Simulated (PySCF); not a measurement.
**`C=C1C=C/C1=C(\C)O[SiH3]`: 4 charge schemes on one density**

Compound: C7H10OSi.
Geometry (PBE0-D3(BJ)/def2-SVP, Å), atoms numbered from 1 in this order:
```xyz
19
C7H10OSi angstrom
C     -1.8931   -1.7793   -0.9648
C     -1.8929   -0.5044   -0.5714
C     -2.8666    0.6119   -0.5146
C     -1.9458    1.4624    0.0215
C     -0.8861    0.4374    0.0165
C      0.4048    0.3583    0.3741
C      1.1821    1.4864    0.9662
O      1.0505   -0.8301    0.2294
Si     2.6798   -1.1629    0.0473
H     -2.7926   -2.2448   -1.3753
H     -0.9879   -2.3826   -0.8776
H     -3.9167    0.7077   -0.7937
H     -1.9797    2.5073    0.3362
H      0.5708    2.3949    1.0357
H      1.5379    1.2296    1.9782
H      2.0719    1.7238    0.3566
H      3.2440   -0.4470   -1.1373
H      3.4542   -0.7676    1.2623
H      2.7560   -2.6335   -0.1493
```

Density: PBE0/pcSseg-1 (PySCF); schemes: Mulliken, IAO, Hirshfeld and ESP-fitted. Geometry: PBE0-D3(BJ)/def2-SVP, one conformer, isolated molecule.

Q: Which atoms carry the highest charge in the Mulliken, IAO, Hirshfeld and ESP-fitted schemes?

A: All schemes agree: Mulliken Si9 (+0.660); IAO Si9 (+0.832); Hirshfeld Si9 (+0.390); ESP-fitted Si9 (+0.550).

Q: For which atoms does the sign change between the 4 schemes (beyond +0.03 e in one, beyond −0.03 e in another)?

A: C2. Atomic charges aren't observables, and each scheme defines them in its own way.

Q: At which atom do the 4 schemes differ most?

A: At C1: from -0.659 (ESP-fitted) to -0.059 e (Mulliken), 0.600 e apart.

Q: What partial charge does each atom carry?

A: In e:

```
atom                      environment  Mulliken     IAO  Hirshfeld  ESP-fitted
  C1             terminal =CH2 carbon    -0.059  -0.340     -0.117      -0.659
  C2  fully substituted alkene carbon    -0.187  +0.025     -0.012      +0.372
  C3                 alkene CH carbon    -0.071  -0.161     -0.051      -0.323
  C4                 alkene CH carbon    -0.098  -0.141     -0.043      -0.074
  C5  fully substituted alkene carbon    -0.071  -0.065     -0.050      -0.377
  C6    vinylic carbon bearing oxygen    +0.155  +0.191     +0.071      +0.498
  C7                   allylic carbon    -0.230  -0.434     -0.118      -0.563
  O8               silyl ether oxygen    -0.628  -0.581     -0.192      -0.422
 Si9             oxygen-bound silicon    +0.660  +0.832     +0.390      +0.550
 H10                 vinylic hydrogen    +0.113  +0.149     +0.044      +0.231
 H11                 vinylic hydrogen    +0.130  +0.160     +0.041      +0.236
 H12                 vinylic hydrogen    +0.069  +0.153     +0.056      +0.196
 H13                 vinylic hydrogen    +0.070  +0.150     +0.056      +0.154
 H14                  methyl hydrogen    +0.142  +0.158     +0.053      +0.180
 H15                  methyl hydrogen    +0.146  +0.154     +0.047      +0.161
 H16                  methyl hydrogen    +0.146  +0.146     +0.046      +0.148
 H17                    Si–H hydrogen    -0.098  -0.140     -0.077      -0.110
 H18                    Si–H hydrogen    -0.102  -0.142     -0.078      -0.111
 H19                    Si–H hydrogen    -0.089  -0.113     -0.067      -0.085
```

Mean size of the charges over all atoms: ESP-fitted 0.287 e, IAO 0.223 e, Mulliken 0.172 e, Hirshfeld 0.085 e. Each set sums to the total charge, 0, to within 0.001 e. The Hirshfeld scheme weights the molecular density at each point by an atom's share of the summed free-atom densities.

Q: How closely do the schemes follow one another over all atoms?

A: Correlation coefficient and root-mean-square difference: IAO with Hirshfeld 0.98, 0.181 e; Mulliken with IAO 0.94, 0.110 e; Mulliken with Hirshfeld 0.93, 0.138 e; IAO with ESP-fitted 0.85, 0.175 e; Hirshfeld with ESP-fitted 0.79, 0.254 e; Mulliken with ESP-fitted 0.68, 0.247 e.

Q: How many electrons does the Mulliken scheme count on C6?

A: Z − q = 6 − (+0.155) = 5.845.

Q: Sum the charges by element, for elements with more than one atom.

A: 
```csv
element,atoms,Mulliken,IAO,Hirshfeld,ESP-fitted
C,7,-0.561,-0.926,-0.320,-1.126
H,10,+0.528,+0.675,+0.121,+0.999
```
